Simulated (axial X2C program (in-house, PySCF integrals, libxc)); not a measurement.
What spin–orbit coupling does to ReF⁺

All values were computed with an in-house relativistic program for diatomic molecules. Spin-free means the one-electron spin-free X2C Hamiltonian; two-component (2c) means X2C with spin–orbit coupling and atomic mean-field two-electron Coulomb and Gaunt terms, so the difference of the two also holds small scalar two-electron terms. Basis: Re dyall-cv3z [13s14p9d7f4g], F dyall-av3z [7s6p3d2f] (cores contracted in-house); Gaussian nuclei, density fitting, unrestricted open shells. Masses: Re 186.956 u, F 18.998 u.

Spin-free state: M_S = 5/2, Λ = 0 (beyond evenly filled blocks: σα, π+α, π-α, δ+α, δ-α); fragments Re+ + F.

| level | Re (Å) | ωe (cm⁻¹) | De (eV) | μ (D) |
| --- | --- | --- | --- | --- |
| PBE0 | 1.805 | 760.3 | 3.847 | -3.15 |
| HF | 1.827 | 731.9 | 1.453 | -4.47 |
| CCSD | 1.823 | 737.3 | 3.457 | n/a |
| CCSD(T) | 1.826 | 733.7 | 3.645 | n/a |
| TPSS | 1.816 | 747.2 | 4.329 | -2.75 |

Correlated methods: 13 electrons correlated (number of frozen shells: Re 5 s, 4 p, 2 d, 1 f; F 1 s), 313 virtual spin orbitals or spinors in MP2, 90 natural virtuals in coupled cluster.

Dipoles are positive if F is the positive end and refer to the centre of mass.

Two-component determinant lowest at the distance of the search:

Ω = 5/2 (⟨Sz⟩ = 2.47, ⟨Lz⟩ = 0.03 at HF); fragments Re+ + F.

```tsv
level	Re (Å)	ωe (cm⁻¹)	De (eV)	μ (D)
PBE0	1.805	757.2	3.846	-3.16
HF	1.827	729.9	1.447	-4.46
CCSD	1.823	734.1	3.448	n/a
CCSD(T)	1.826	730.6	3.628	n/a
TPSS	1.815	744.3	4.324	-2.76
```

(1) From the two tables, how do the constants change at the CCSD(T) level (2c against spin-free)?

The state is a single determinant with fixed occupations, the lowest that a limited PBE0 search found. De is counted from the lowest determinant-based energies of the atoms at the same level, without counterpoise correction. Density functionals use the spin component along the axis (collinear). Coupled cluster ran in a truncated set of natural virtual spinors; the MP2 energy of the rest was added. (T) has no such correction and the atoms are truncated less, which lowers De at CCSD(T) by a hundredth of an eV or more. The 2c atoms are single determinants rather than J levels; their spin–orbit lowering is only partly caught, and De is too large by that part. This holds for PBE0, TPSS. Without a current term, density functionals place determinants with orbital angular momentum somewhat too high. With several unpaired electrons one determinant need not be a pure state. This is the top spin component of a Σ state; components of lower Ω are not single determinants and can lie lower. The determinant is spin-polarised beyond a pure state at some levels (its spin-free form has ⟨S²⟩ too high), which makes Re and μ there less reliable.

## Answers

(1) At the CCSD(T) level Re is unchanged within 0.001 Å and ωe decreases by 3.1 cm⁻¹; De changes by -0.017 eV.
